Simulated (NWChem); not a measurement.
System: CH3GeIO, singlet; SMILES [Ge]([I])[O]C

The following NWChem deck was run.

```
start job
memory heap 200 mb stack 900 mb global 1100 mb
geometry units angstroms noautosym nocenter noautoz
  Ge     0.849989     1.112439     0.000184
  I     -0.239027    -1.255242    -0.000056
  O     -0.553962     2.179989    -0.000297
  C     -1.947426     2.028824    -0.001002
  H     -2.250896     0.967887     0.001408
  H     -2.370734     2.521413     0.889654
  H     -2.369502     2.516878    -0.894745
end
basis spherical
  * library def2-svpd
end
ecp
  I library def2-ecp
end
dft
  xc xcamb88 1.00 lyp 0.81 vwn_5 0.19 hfexch 1.00
  cam 0.33 cam_alpha 0.19 cam_beta 0.46
  iterations 150
end
property
  response 1 0.0
end
task dft property
```

Output (shortened):

```
             Northwest Computational Chemistry Package (NWChem) 7.3.0
             --------------------------------------------------------

                             Geometry "geometry" -> ""
                             -------------------------

 Output coordinates in angstroms (scale by  1.889725989 to convert to a.u.)

  No.       Tag          Charge          X              Y              Z
 ---- ---------------- ---------- -------------- -------------- --------------
    1 Ge                  32.0000     0.84998900     1.11243900     0.00018400
    2 I                   53.0000    -0.23902700    -1.25524200    -0.00005600
    3 O                    8.0000    -0.55396200     2.17998900    -0.00029700
    4 C                    6.0000    -1.94742600     2.02882400    -0.00100200
    5 H                    1.0000    -2.25089600     0.96788700     0.00140800
    6 H                    1.0000    -2.37073400     2.52141300     0.88965400
    7 H                    1.0000    -2.36950200     2.51687800    -0.89474500

 Effective nuclear repulsion energy (a.u.)     636.8285017797

                                 NWChem DFT Module
                                 -----------------

 Summary of "ao basis" -> "ao basis" (spherical)
 ------------------------------------------------------------------------------
       Tag                 Description            Shells   Functions and Types
 ---------------- ------------------------------  ------  ---------------------
 Ge                        def2-svpd                14       38   6s4p4d
 I                         def2-svpd                13       35   5s5p3d
 O                         def2-svpd                 9       23   4s3p2d
 C                         def2-svpd                 8       20   4s2p2d
 H                         def2-svpd                 4        8   2s2p

            General Information
            -------------------
          SCF calculation type: DFT
          Wavefunction type:  closed shell.
          No. of atoms     :     7
          No. of electrons :    74
           Alpha electrons :    37
            Beta electrons :    37
          Charge           :     0
          Spin multiplicity:     1
          Use of symmetry is: off; symmetry adaption is: off
          Maximum number of iterations: 150
          AO basis - number of functions:   140
                     number of shells:    56
          Convergence on energy requested:  1.00D-06
          Convergence on density requested:  1.00D-05
          Convergence on gradient requested:  5.00D-04

              XC Information
              --------------
                     Hartree-Fock (Exact) Exchange  1.000
                   CAM-Becke88 Exchange Functional  1.000
                      VWN V Correlation Functional  0.190 local
              Lee-Yang-Parr Correlation Functional  0.810

           Range-Separation Parameters
           ---------------------------
           Alpha           :  0.19
           Beta            :  0.46
           Gamma           :  0.33
           Short-Range HF  :     F

             Grid Information
             ----------------
          Grid used for XC integration:  medium
          Radial quadrature: Mura-Knowles
          Angular quadrature: Lebedev.
          Tag              B.-S. Rad. Rad. Pts. Rad. Cut. Ang. Pts.
          ---              ---------- --------- --------- ---------
          Ge                  1.25      112          13.0       590
          I                   1.40      123          12.0       590
          O                   0.60       49          13.0       434
          C                   0.70       49          14.0       434
          H                   0.35       45          14.0       434
          Grid pruning is: on
          Number of quadrature shells:   468
          Spatial weights used:  Erf1

      Superposition of Atomic Density Guess
      -------------------------------------

 Sum of atomic energies:       -2535.98747588

      Non-variational initial energy
      ------------------------------

 Total energy =   -2486.621987
 1-e energy   =   -4335.018468
 2-e energy   =    1463.517703
 HOMO         =      -0.280777
 LUMO         =      -0.042914

   convergence    iter        energy       DeltaE   RMS-Dens  Diis-err
 ---------------- ----- ----------------- --------- --------- ---------
 d= 0,ls=0.0,diis     1  -2489.5474513705 -2.87D+03  1.39D-02  6.21D-01
 d= 0,ls=0.0,diis     2  -2489.5270170518  2.04D-02  4.91D-03  1.01D+00
 d= 0,ls=0.0,diis     3  -2489.6268714703 -9.99D-02  1.34D-03  4.74D-02
 d= 0,ls=0.0,diis     4  -2489.6307441003 -3.87D-03  5.33D-04  4.43D-03
 d= 0,ls=0.0,diis     5  -2489.6313951450 -6.51D-04  1.06D-04  1.84D-04
  Resetting Diis
 d= 0,ls=0.0,diis     6  -2489.6314174494 -2.23D-05  3.90D-05  1.84D-05
 d= 0,ls=0.0,diis     7  -2489.6314192529 -1.80D-06  1.36D-05  7.13D-07
 d= 0,ls=0.0,diis     8  -2489.6314193872 -1.34D-07  4.73D-06  6.93D-07

         Total DFT energy =    -2489.631419387162
      One electron energy =    -4335.963641885462
           Coulomb energy =     1577.911178837424
    Exchange-Corr. energy =     -116.457734615355
 Nuclear repulsion energy =      384.878778276232

 Numeric. integr. density =       74.000002223874

                       DFT Final Molecular Orbital Analysis
                       ------------------------------------

 Vector   35  Occ=2.000000D+00  E=-3.296015D-01
              MO Center=  1.3D-01, -5.5D-01, -4.2D-05, r^2= 3.8D+00
   Bfn.  Coefficient  Atom+Function         Bfn.  Coefficient  Atom+Function
  ----- ------------  ---------------      ----- ------------  ---------------
    51      0.497794  2 I  py                54      0.398860  2 I  py
     4     -0.295923  1 Ge s                 48     -0.200720  2 I  py
    50     -0.199343  2 I  px                53     -0.174817  2 I  px
    13     -0.169764  1 Ge px                45     -0.162958  2 I  py
    16     -0.153924  1 Ge px                 3      0.152315  1 Ge s

 Vector   36  Occ=2.000000D+00  E=-3.250692D-01
              MO Center= -2.2D-01, -9.8D-01, -1.3D-05, r^2= 2.7D+00
   Bfn.  Coefficient  Atom+Function         Bfn.  Coefficient  Atom+Function
  ----- ------------  ---------------      ----- ------------  ---------------
    52      0.580801  2 I  pz                55      0.496295  2 I  pz
    49     -0.235553  2 I  pz                46     -0.190846  2 I  pz
    80     -0.143079  3 O  pz                83     -0.104150  3 O  pz
    18      0.078161  1 Ge pz                15      0.062360  1 Ge pz
    58      0.045020  2 I  pz                86     -0.042980  3 O  pz

 Vector   37  Occ=2.000000D+00  E=-3.133165D-01
              MO Center=  6.8D-02, -5.5D-01,  2.1D-05, r^2= 3.9D+00
   Bfn.  Coefficient  Atom+Function         Bfn.  Coefficient  Atom+Function
  ----- ------------  ---------------      ----- ------------  ---------------
    50      0.540437  2 I  px                53      0.464525  2 I  px
     4     -0.335157  1 Ge s                  5     -0.236306  1 Ge s
    47     -0.218171  2 I  px                 3      0.184886  1 Ge s
    44     -0.176680  2 I  px                13     -0.141666  1 Ge px
    76      0.115266  3 O  s                 17     -0.112643  1 Ge py

 Vector   38  Occ=0.000000D+00  E=-5.569091D-02
              MO Center=  7.6D-01,  9.4D-01,  3.1D-05, r^2= 3.7D+00
   Bfn.  Coefficient  Atom+Function         Bfn.  Coefficient  Atom+Function
  ----- ------------  ---------------      ----- ------------  ---------------
    18      0.592636  1 Ge pz                15      0.448185  1 Ge pz
    12     -0.242138  1 Ge pz                80     -0.222910  3 O  pz
    55     -0.202577  2 I  pz                52     -0.177685  2 I  pz
    83     -0.169216  3 O  pz               115      0.102612  4 C  d  1
    37     -0.096283  1 Ge d  1              70      0.084068  2 I  d -1

 Vector   39  Occ=0.000000D+00  E= 4.223062D-03
              MO Center=  4.6D-01,  2.0D-01,  1.3D-04, r^2= 8.6D+00
   Bfn.  Coefficient  Atom+Function         Bfn.  Coefficient  Atom+Function
  ----- ------------  ---------------      ----- ------------  ---------------
     6      0.644441  1 Ge s                  5     -0.482702  1 Ge s
    17      0.432734  1 Ge py               100     -0.399112  4 C  s
    43     -0.372305  2 I  s                 14      0.362918  1 Ge py
    57      0.312995  2 I  py                41      0.270810  2 I  s
    42      0.252412  2 I  s                  4     -0.243858  1 Ge s

 Vector   40  Occ=0.000000D+00  E= 4.033123D-02
              MO Center= -3.0D-01,  8.9D-01, -3.4D-04, r^2= 1.1D+01
   Bfn.  Coefficient  Atom+Function         Bfn.  Coefficient  Atom+Function
  ----- ------------  ---------------      ----- ------------  ---------------
     6      1.799120  1 Ge s                100      1.009848  4 C  s
   126     -0.841818  6 H  s                134     -0.841374  7 H  s
    99      0.710397  4 C  s                  5     -0.488518  1 Ge s
    56     -0.464619  2 I  px                57     -0.444757  2 I  py
    84     -0.441285  3 O  px                16     -0.369798  1 Ge px

     Multipole analysis of the density
     ---------------------------------

[...]

 DFT Linear Response polarizability / au
 Frequency  =       0.0000000 / au
              X              Y              Z
 -----------------------------------------------
 X      85.9478362      4.5847360      0.0093184
 Y       4.5847325    110.1799979     -0.0014758
 Z       0.0093190     -0.0014764     65.6306795
 -----------------------------------------------
 Eigenvalues =      85.1094159    111.0184228     65.6306749
 Isotropic   =      87.2528379
 Anisotropic =      39.4382153
 -----------------------------------------------

 Magnetic Dipole Response Matrix (nonzero elements):

 Exiting AOResponse driver routine
```

Level: CAM-B3LYP/def2-SVPD with def2 effective core potentials on I. Low-valent species are run as closed-shell singlets; no triplet was tried in these runs. The geometry was optimised at PBE0/def2-SVP. Not confirmed as a minimum by frequencies. def2 effective core potentials on I; no spin-orbit coupling.
